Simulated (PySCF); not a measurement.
Gas-phase equilibrium of 1 mol GeF4, 89 mol H2 at 2500 K and 0.0100 bar, among 16 species (GeH4, Ge2H6, F2, GeF2, GeF3, F, H, GeH3F, GeHF3, HF, H2, Ge3H8, GeH3, GeH2F2, GeH2, GeF4). Only gases are allowed; each row takes one source of thermochemistry for all species, and Cantera finds the minimum.

Method: PySCF energies plus ideal-gas RRHO corrections (1 bar). † marks an energy on the PBE0/def2-TZVP geometry and frequencies. MP2 freezes the core. Open shells (unrestricted) among the columns below: F (multiplicity 2, electronic degeneracy 6), H (multiplicity 2); the rest are closed-shell singlets. Spin-orbit splitting is ignored; it lowers the true energy and changes the entropy of F. Ge: all electrons, no relativistic terms. GeH2: computed as isolated molecules; such fragments, hydroxides, amides, oligomers or adducts are transient or little studied in the gas. MP2 isn't extrapolated to the basis-set limit. The harmonic model lacks anharmonicity and excited electronic states, which grow with temperature; levels with a mode under 35 cm⁻¹ are left out.

Molecules larger than those listed are left out, and so are free Ge atoms, whose spin-orbit terms are large. Also missing: (HF)n, which can matter at low temperature or high pressure. Table species left out: H2F2, H3F3, H4F4.

With BLYP/def2-TZVP† thermochemistry: H2 0.74, H 0.23, HF 0.020, GeF2 0.0094, GeH2 0.00036, F 2.2e-5.

**Question.** How far does the composition move with the other sources (M06-2X/def2-TZVP†, MP2/def2-SVP†, LDA/def2-TZVP†, ωB97M-V/def2-TZVP†, ωB97X-V/def2-TZVP†)?

**Answer.** 
```tsv
thermochemistry	x H2	x H	x HF	x GeF2	x GeH2	x F
BLYP/def2-TZVP†	0.74	0.23	0.020	0.0094	0.00036	2.2e-5
M06-2X/def2-TZVP†	0.71	0.26	0.020	0.0091	0.00045	2.4e-5
MP2/def2-SVP†	0.44	0.54	0.017	0.0074	0.00067	3.1e-5
LDA/def2-TZVP†	0.80	0.17	0.022	0.0090	0.0010	4.8e-7
ωB97M-V/def2-TZVP†	0.71	0.25	0.021	0.0087	0.00085	2.6e-5
ωB97X-V/def2-TZVP†	0.70	0.27	0.020	0.0088	0.00072	3.0e-5
```
The most sensitive of these is F: it spans a factor of 10^1.8 over these rows; at this temperature one factor of ten is RT ln 10 = 48 kJ/mol.
